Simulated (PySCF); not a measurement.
AuCl, SMILES [Cl][Au], multiplicity 1.

Geometry: B3LYP-D3(BJ)/def2-TZVPD. The spin state was assumed, not searched. The def2 effective core potentials stand for the cores of Au; spin–orbit coupling is left out.

Two levels are set side by side: TDA-PBE/def2-TZVPD (PySCF) and TDA-B3LYP/def2-TZVPD (PySCF). Vertical, same geometry. The lowest singlet is HOMO→LUMO 99 % with PBE and HOMO→LUMO 99 % with the other functional; states are paired by order. Differences are taken from unrounded values.

```json
[
 {"quantity": "lowest singlet excitation (eV)", "TDA-B3LYP": "2.50", "TDA-PBE": "2.25", "TDA-PBE minus TDA-B3LYP": "-0.25"},
 {"quantity": "lowest triplet excitation (TDA) (eV)", "TDA-B3LYP": "1.92", "TDA-PBE": "1.68", "TDA-PBE minus TDA-B3LYP": "-0.24"}
]
```

A lower first singlet is the usual sign of a functional without exact exchange. Differences between two approximate levels are no errors against the true value.

Rough cost on one machine, each run with all the roots and properties that it gave: TDA-B3LYP against TDA-PBE within a factor of 2.
